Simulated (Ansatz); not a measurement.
# Which is lower?

The two ends of one reaction step of BH5SO3, singlet (PBE0-D4/def2-TZVP).

A:

B1  (0.781, -0.279, 0.255)
S2  (0.721, 1.548, 0.224)
O3  (1.204, -1.051, 1.291)
O4  (0.357, -0.885, -0.889)
H5  (-2.171, 1.131, -0.853)
O6  (-2.368, 0.330, -1.344)
H7  (1.061, 1.744, 1.507)
H8  (1.515, -0.577, 2.063)
H9  (0.418, -1.844, -0.838)
H10  (-1.517, -0.116, -1.416)
(Å)

B:

```json
{"atom": "B1", "x (Å)": "-0.0136", "y (Å)": "-1.0250", "z (Å)": "-0.3275"}
{"atom": "S2", "x (Å)": "-0.0333", "y (Å)": "2.4123", "z (Å)": "1.3929"}
{"atom": "O3", "x (Å)": "0.8061", "y (Å)": "-0.7656", "z (Å)": "0.7238"}
{"atom": "O4", "x (Å)": "0.0120", "y (Å)": "-2.2451", "z (Å)": "-0.9442"}
{"atom": "H5", "x (Å)": "-0.7445", "y (Å)": "1.9055", "z (Å)": "0.3686"}
{"atom": "O6", "x (Å)": "-0.8844", "y (Å)": "-0.0696", "z (Å)": "-0.7968"}
{"atom": "H7", "x (Å)": "0.9125", "y (Å)": "2.8956", "z (Å)": "0.5727"}
{"atom": "H8", "x (Å)": "0.6974", "y (Å)": "0.1265", "z (Å)": "1.0858"}
{"atom": "H9", "x (Å)": "0.6490", "y (Å)": "-2.8376", "z (Å)": "-0.5390"}
{"atom": "H10", "x (Å)": "-1.4013", "y (Å)": "-0.3969", "z (Å)": "-1.5365"}
```

Ansatz 0.2.0; basis: def2-TZVPP; cores frozen in the correlated methods. B3LYP uses VWN-RPA correlation.

**Question.** Which structure is lower at CCSD(T), and by how much? (An estimate is asked for; the value comes from the calculation.)

**Answer.** Computed: B, by 0.784 eV (electronic energy, against the other). By their contacts, A is a complex of BH₃SO₂ ([OH][B]([OH])[SH]) + H₂O and B is a complex of BH₃O₃ ([OH][B]([OH])[OH]) + H₂S.

All methods give the same order:

```
      method  E(B) − E(A) (eV)
       SPW92            -0.837
      PBE-D4            -0.711
     BLYP-D4            -0.772
   r2SCAN-D4            -0.775
      B97M-V            -0.788
     PBE0-D4            -0.747
    B3LYP-D4            -0.806
  r2SCAN0-D4            -0.797
    BHLYP-D4            -0.855
CAM-B3LYP-D4            -0.859
     wB97X-V            -0.782
     wB97M-V            -0.793
      B2PLYP            -0.804
    PBE-QIDH            -0.769
  RPA on PBE            -0.774
          HF            -0.908
         MP2            -0.748
        CCSD            -0.810
     CCSD(T)            -0.784
```

No T1 diagnostic of these runs exceeds 0.012.

Labels in which every atom is bracketed show which atoms are joined, not bond orders.

For scale, one of the runs: CCSD(T)/def2-TZVPP, 236 basis functions, launched by `ansatz run in.yaml --threads 4 --pin off --events-out ev --progress --plain --max-ram 9574MiB`. Time: 96 s of wall clock on 4 CPU threads of an Arm Neoverse V2; the host was shared. Peak host memory: 4.5 GiB.
